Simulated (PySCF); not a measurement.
Electron correlation in Ca (calcium, neutral)

[Ar] 4s2, closed-shell 1S. All numbers are calculated (PySCF 2.14, scalar relativity by spin-free X2C-1e, in x2c-TZVPall). Frozen: [Ar]; 2 electrons correlated.

Total MP2 correlation energy: -18.46 mhartree.

Same-spin part 0.00 and opposite-spin part -18.46 mhartree; SCS-MP2 scales them by 1/3 and 6/5 to -22.16 mhartree.

With two correlated electrons CCSD is exact within the correlated space (frozen core and kept virtual orbitals).

| level | correlation energy (mhartree) |
| --- | --- |
| CCSD | -28.20 |

Diagnostics: T1 = 0.013, D1 = 0.0179, largest double amplitude 0.123.

Cost of the coupled-cluster step: 0.08 s of wall time on 1 thread of Neoverse-V1 (shared host), for 2 correlated electrons.

Iterations:

```
CC2 = 0
CCSD nocc = 1, nmo = 27
frozen orbitals [0, 1, 2, 3, 4, 5, 6, 7, 8]
max_cycle = 100
direct = 0
conv_tol = 1e-08
conv_tol_normt = 1e-06
diis_space = 8
diis_start_cycle = 0
Init t2, MP2 energy = -679.638662261831  E_corr(MP2) -0.0184645444765025
Init E_corr(CCSD) = -0.0184645444765292
cycle = 1  E_corr(CCSD) = -0.0241113386912272  dE = -0.00564679421  norm(t1,t2) = 0.059177
cycle = 2  E_corr(CCSD) = -0.0262395022987397  dE = -0.00212816361  norm(t1,t2) = 0.0275365
cycle = 3  E_corr(CCSD) = -0.0281328843631289  dE = -0.00189338206  norm(t1,t2) = 0.0150469
cycle = 4  E_corr(CCSD) = -0.0281934349706173  dE = -6.05506075e-05  norm(t1,t2) = 0.00341764
cycle = 5  E_corr(CCSD) = -0.0282100998105106  dE = -1.66648399e-05  norm(t1,t2) = 0.000777357
cycle = 6  E_corr(CCSD) = -0.0282008628528312  dE = 9.23695768e-06  norm(t1,t2) = 0.000122217
cycle = 7  E_corr(CCSD) = -0.0282027059090077  dE = -1.84305618e-06  norm(t1,t2) = 3.11104e-05
cycle = 8  E_corr(CCSD) = -0.0282035819080297  dE = -8.75999022e-07  norm(t1,t2) = 5.28697e-06
cycle = 9  E_corr(CCSD) = -0.028203301200992  dE = 2.80707038e-07  norm(t1,t2) = 1.9888e-06
cycle = 10  E_corr(CCSD) = -0.0282033096470505  dE = -8.44605842e-09  norm(t1,t2) = 9.85973e-08
CCSD converged
E(CCSD) = -679.6484010270013  E_corr = -0.02820330964705047
```
